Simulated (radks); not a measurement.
The barium ion Ba16+, configuration [Kr] 4d4. Method: scalar-relativistic Kohn-Sham, LDA (Slater exchange, VWN5 correlation), spin-polarised, spherical densities, finite nucleus; open shells are filled with parallel spins first (spin-orbit coupling, left out, can overturn this in heavy ions); Fermi nuclear charge, rms radius 4.8378 fm; computed with a radial shooting solver on a logarithmic mesh with Libxc functionals.

Normalised radial functions P(r) = r R(r), r in bohr:

| r | 3d down | 4d up |
|---|---|---|
| 0.001151 | 0.0000 | 0.0000 |
| 0.001308 | 0.0000 | 0.0000 |
| 0.001475 | 0.0000 | 0.0000 |
| 0.001676 | 0.0000 | 0.0000 |
| 0.00189 | 0.0001 | 0.0000 |
| 0.002148 | 0.0001 | 0.0000 |
| 0.002422 | 0.0001 | 0.0001 |
| 0.002753 | 0.0002 | 0.0001 |
| 0.003129 | 0.0002 | 0.0001 |
| 0.003528 | 0.0003 | 0.0002 |
| 0.004009 | 0.0005 | 0.0002 |
| 0.004521 | 0.0006 | 0.0003 |
| 0.005138 | 0.0009 | 0.0005 |
| 0.005793 | 0.0013 | 0.0007 |
| 0.006584 | 0.0018 | 0.0009 |
| 0.007423 | 0.0025 | 0.0013 |
| 0.008437 | 0.0036 | 0.0019 |
| 0.009589 | 0.0051 | 0.0027 |
| 0.01081 | 0.0071 | 0.0037 |
| 0.01229 | 0.0100 | 0.0052 |
| 0.01385 | 0.0138 | 0.0072 |
| 0.01575 | 0.0194 | 0.0101 |
| 0.01775 | 0.0266 | 0.0138 |
| 0.02018 | 0.0371 | 0.0192 |
| 0.02275 | 0.0504 | 0.0261 |
| 0.02586 | 0.0695 | 0.0360 |
| 0.02939 | 0.0952 | 0.0493 |
| 0.03314 | 0.1270 | 0.0657 |
| 0.03766 | 0.1714 | 0.0885 |
| 0.04246 | 0.2249 | 0.1159 |
| 0.04826 | 0.2976 | 0.1530 |
| 0.05441 | 0.3827 | 0.1961 |
| 0.06185 | 0.4940 | 0.2519 |
| 0.06973 | 0.6191 | 0.3140 |
| 0.07925 | 0.7752 | 0.3900 |
| 0.09007 | 0.9530 | 0.4743 |
| 0.1016 | 1.1353 | 0.5574 |
| 0.1154 | 1.3389 | 0.6442 |
| 0.1301 | 1.5279 | 0.7162 |
| 0.1479 | 1.7130 | 0.7719 |
| 0.1668 | 1.8555 | 0.7927 |
| 0.1895 | 1.9571 | 0.7679 |
| 0.2137 | 1.9910 | 0.6897 |
| 0.2429 | 1.9515 | 0.5397 |
| 0.2761 | 1.8315 | 0.3197 |
| 0.3113 | 1.6524 | 0.0570 |
| 0.3538 | 1.4067 | -0.2650 |
| 0.3989 | 1.1471 | -0.5802 |
| 0.4533 | 0.8666 | -0.8949 |
| 0.5111 | 0.6242 | -1.1351 |
| 0.5809 | 0.4070 | -1.2996 |
| 0.655 | 0.2514 | -1.3489 |
| 0.7444 | 0.1366 | -1.2868 |
| 0.8461 | 0.0664 | -1.1247 |
| 0.954 | 0.0301 | -0.9133 |
| 1.084 | 0.0113 | -0.6662 |
| 1.222 | 0.0039 | -0.4505 |
| 1.389 | 0.0011 | -0.2652 |
| 1.567 | 0.0003 | -0.1435 |
| 1.78 | 0.0000 | -0.0648 |
| 2.007 | 0.0000 | -0.0265 |
| 2.282 | 0.0000 | -0.0086 |

3d down: eigenvalue -1122.7 eV, 0 radial nodes, <r> = 0.265 bohr, 90 % of the charge inside 0.414 bohr. 4d up: eigenvalue -408.57 eV, 1 radial node at r = 0.319 bohr, <r> = 0.704 bohr, 90 % of the charge inside 1.03 bohr.
